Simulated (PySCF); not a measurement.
Germanium: highly charged ions in a basis for the neutral atom

Ge¹²⁺ [Ar] 3d2, Ge¹³⁺ [Ar] 3d1. Calculation: PySCF 2.14, in cc-pVTZ-PP with ECP10MDF (5s4p3d1f, 39 functions); scalar relativity through the core potential. No spin-orbit coupling, so a gap to NIST mixes the basis error with missing relativistic terms.

Changed run: basis of the neutral atom used for a highly charged ion. This setting is unsound on purpose.

| species | method | sound run (hartree) | changed run (hartree) | converged |
| --- | --- | --- | --- | --- |
| Ge¹²⁺ | UHF | not run | -228.78698 | yes |
| Ge¹²⁺ | B3LYP | not run | -229.23845 | yes |
| Ge¹²⁺ | BP86 | not run | -229.28237 | yes |
| Ge¹³⁺ | UHF | not run | -215.10829 | yes |
| Ge¹³⁺ | B3LYP | not run | -215.49546 | yes |
| Ge¹³⁺ | BP86 | not run | -215.54174 | yes |

Ionisation energy of Ge¹²⁺:

```csv
method,changed run (eV),NIST (eV)
UHF,372.22,367 ± 3
B3LYP,373.97,367 ± 3
BP86,373.90,367 ± 3
```

The contracted functions were made for the neutral atom and can be too rigid for a highly charged ion.
